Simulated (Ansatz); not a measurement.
C₃H₁₁NO₃Ti, SMILES `C[O][Ti]([NH2])([O]C)[O]C`. The species carries charge 0 and has multiplicity 1. The structure was optimised at the PBE0-D4/def2-TZVP level. It is one conformer, not always the lowest.

```xyz
19

C    -0.218    0.372    2.941
O    -0.357   -0.419    1.808
Ti   -0.238   -0.550    0.027
N    -1.677   -1.601   -0.606
O    -0.364    1.108   -0.641
C    -1.115    1.947   -1.456
O     1.296   -1.251   -0.570
C     2.571   -1.031   -1.076
H    -1.037    0.171    3.641
H    -0.237    1.438    2.685
H     0.727    0.154    3.451
H    -1.630   -2.212   -1.409
H    -2.539   -1.755   -0.102
H    -0.501    2.321   -2.283
H    -1.981    1.422   -1.875
H    -1.475    2.810   -0.884
H     2.664   -0.020   -1.491
H     2.788   -1.752   -1.872
H     3.325   -1.153   -0.290
```

(1) What is the dipole moment at ωB97M-V/def2-TZVPP? (An estimate is asked.)

(2) And with PBE, r2SCAN, B3LYP? (An estimate is asked.)

(3) Give the Mulliken charges with ωB97M-V, r2SCAN, PBE in def2-TZVPP. (An estimate is asked.)

Answers

(1) Computed: 0.87 D, with components (-0.29, 0.69, -0.44) D in this frame, pointing from negative to positive charge.

(2) Ansatz gave: PBE 0.87 D, r2SCAN 0.89 D, B3LYP 0.89 D.

(3) The calculation gave: 
```tsv
atom	ωB97M-V	r2SCAN	PBE
C1	-0.17	0.02	-0.13
O2	-0.44	-0.46	-0.39
Ti3	0.99	1.06	0.87
N4	-0.42	-0.53	-0.47
O5	-0.42	-0.45	-0.38
C6	-0.15	0.03	-0.11
O7	-0.44	-0.46	-0.39
C8	-0.17	0.02	-0.13
H9	0.12	0.05	0.10
H10	0.11	0.05	0.09
H11	0.11	0.05	0.10
H12	0.12	0.16	0.15
H13	0.12	0.16	0.15
H14	0.11	0.05	0.09
H15	0.10	0.05	0.09
H16	0.11	0.05	0.09
H17	0.11	0.05	0.09
H18	0.12	0.05	0.10
H19	0.11	0.05	0.10
```

B3LYP here is the variant with VWN-RPA as its local correlation; programs differ in this.
